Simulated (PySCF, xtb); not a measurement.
SbCl₂Br, SMILES [Cl][Sb]([Br])[Cl].

Harmonic wavenumbers (cm⁻¹) from GFN2-xTB in xtb at its own minimum, in rising order: 89, 95, 118, 232, 302, 319.

### Question
What does PBE-D3(BJ)/def2-SVP (PySCF) give at its own minimum? (Estimate from the structure and the level; the computed values follow.)

### Answer
88, 98, 123, 246, 350, 357. Paired by order, the mean absolute difference is 18 cm⁻¹ and the zero-point energies are 1.7 and 1.8 kcal/mol.
